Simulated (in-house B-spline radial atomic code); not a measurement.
# How G0W0 and RPA depend on the start: Sn3+

Configuration [Kr] 4d10 5s1, highest spin. Computed with a B-spline radial code for spherical atoms: all electrons, scalar-relativistic (spin-free one-electron X2C), finite nucleus, each spin shell either full or empty, empty states to l = 9 with an (l + 1/2)⁻⁴ tail; G0W0 by contour deformation at full frequency.

RPA overbinds a lone outer s electron by self-correlation, and G0W0 tends to as well.

```csv
start,mean-field 5s up (eV),G0W0 (eV),QP weight,RPA correlation (Eh)
Hartree-Fock,-39.44,-41.10,0.977,-3.4399
LDA VWN5,-36.91,-41.64,0.959,-3.7362
PBE,-36.47,-41.56,0.959,-3.73
PBE0,-37.40,-41.42,0.966,-3.6494
r2SCAN,-36.65,-41.49,0.963,-3.6772
HSE06,-37.06,-41.46,0.964,-3.6561
B3LYP (VWN-RPA),-37.45,-41.51,0.964,-3.6673
SCAN,-36.87,-41.52,0.962,-3.6761
TPSS,-36.24,-41.54,0.960,-3.7147
BHandHLYP,-38.38,-41.35,0.970,-3.5763
CAM-B3LYP,-39.01,-41.45,0.970,-3.6341
LC-wPBE,-40.13,?,?,?
wB97X,-39.50,-41.33,0.973,-3.6183
PBEsol,-36.54,?,?,?
BLYP,-36.56,-41.62,0.959,-3.7322
r2SCAN0,-37.61,-41.39,0.968,-3.6145
LDA exchange-only,-35.84,-41.69,0.959,-3.7354
```

(1) What G0W0 level, weight and RPA correlation energy follow from the PBEsol start?

(2) What G0W0 level, weight and RPA correlation energy follow from the LC-wPBE start?

(3) How much of the dependence on the start does G0W0 remove?

## Answers

(1) G0W0 level -41.58 eV, weight 0.959, RPA correlation -3.7322 hartree.

(2) G0W0 level -41.36 eV, weight 0.974, RPA correlation -3.6342 hartree.

(3) The mean-field levels span 4.29 eV and the G0W0 levels 0.592 eV. Against 40.74 ± 0.04 eV (NIST, measured) the G0W0 removal energies are off by +0.36 to +0.95 eV, with spin-orbit coupling, Breit and QED terms left out.
